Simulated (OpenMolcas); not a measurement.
Tc4+ in a point-charge field

Tc4+ among 5 point charges of -1 e arranged as a trigonal bipyramid (D3h), 1.86 Å from the ion, with the axial distance 2.120 Å.

| Property | Result |
| --- | --- |
| Program | OpenMolcas |
| Method | CASSCF |
| Basis | ANO-RCC-VDZP [6s5p3d1f] |
| Scalar Hamiltonian | DKH2, point nucleus |
| Active space | 3 electrons in 5 orbitals (4d) |
| State averaging | 2S+1 = 4 even, 10 roots; 2S+1 = 2 even, 40 roots |
| Spin-orbit coupling | RASSI with atomic mean-field integrals over the reference wave functions |

The lowest spin-free states (labels of D3, the rotations of D3h), above the lowest:

```
State  Degeneracy  E (cm-1)  Free-ion L (%)
   4E           2       0.0         F (100)
   4E           2      3300         F (100)
  4A1           1      3854         F (100)
  4A2           1      3860         F (100)
  4A2           1      5006          F (97)
   2E           2     15665          G (72)
   2E           2     15772          G (83)
  2A1           1     15968          G (91)
   2E           2     16223          G (84)
  4A2           1     16262          P (97)
   4E           2     16713         P (100)
  2A2           1     18138          G (99)
  2A1           1     18176          G (99)
  2A2           1     19435          H (62)
   2E           2     20743          H (68)
   2E           2     20795          H (42)
   2E           2     21759         H (100)
  2A1           1     22735          H (99)
  2A2           1     22758          H (99)
   2E           2     22763          P (64)
```

The lowest levels with spin-orbit coupling:

| E (cm-1) | Degeneracy | Label | 2S+1 | g |
| --- | --- | --- | --- | --- |
| 0.0 | 2 | E1/2 | 4 | 0.18 0.18 1.87 |
| 425.7 | 2 | E3/2 | 4 | 0.00 0.00 2.01 |
| 1243 | 2 | E1/2 | 4 | 0.00 0.00 5.97 |
| 2282 | 2 | E1/2 | 4 | 0.00 0.00 9.90 |
| 3407 | 2 | E1/2 | 4 | 2.51 2.51 2.63 |
| 3697 | 2 | E3/2 | 4 | 0.00 0.00 0.41 |
| 4468 | 2 | E1/2 | 4 | 1.38 4.58 4.58 |
| 4602 | 2 | E3/2 | 4 | 0.00 0.00 4.05 |
| 4850 | 2 | E1/2 | 4 | 0.02 0.02 4.55 |
| 5487 | 2 | E1/2 | 4 | 0.01 0.01 7.45 |
| 5890 | 2 | E1/2 | 4 | 0.03 0.03 8.05 |
| 6714 | 2 | E3/2 | 4 | 0.00 0.00 11.96 |
| 6864 | 2 | E3/2 | 4 | 0.00 0.00 5.49 |
| 7175 | 2 | E1/2 | 4 | 1.84 6.19 6.19 |
| 16135 | 2 | E3/2 | 2 (70 %) | 0.00 0.00 4.32 |
| 16258 | 2 | E1/2 | 2 | 0.01 0.01 6.02 |
| 16297 | 2 | E1/2 | 2 (79 %) | 1.14 1.14 1.63 |
| 16827 | 2 | E1/2 | 4 (84 %) | 0.46 0.46 0.97 |
| 16872 | 2 | E3/2 | 2 (64 %) | 0.00 0.00 3.82 |
| 17038 | 2 | E1/2 | 4 (70 %) | 1.17 1.17 2.83 |

Powder χT (cm3 K/mol): 0.114 at 2 K, 0.123 at 10 K, 0.169 at 50 K, 0.227 at 100 K, 0.335 at 200 K, 0.427 at 300 K. The effective moment at 300 K is 2.828 √(χT) = 1.85 μB.

The lowest level has 2S+1 = 4, for which the spin-only value is χT = S(S+1) / 2 = 1.875 cm3 K/mol (g = 2). The computed 0.427 at 300 K differs by -1.448, through orbital momentum, spin-orbit coupling and any other state in reach.

An orbital doublet at a regular site is open to a Jahn-Teller distortion, which this geometry leaves out. Without dynamic correlation the repulsion within the d shell is too large (B by tens of per cent), so at a given field states of lower spin stand too high. Point charges carry no covalency, so the field is a model and not that of real ligands. No measured value stands beside these numbers.
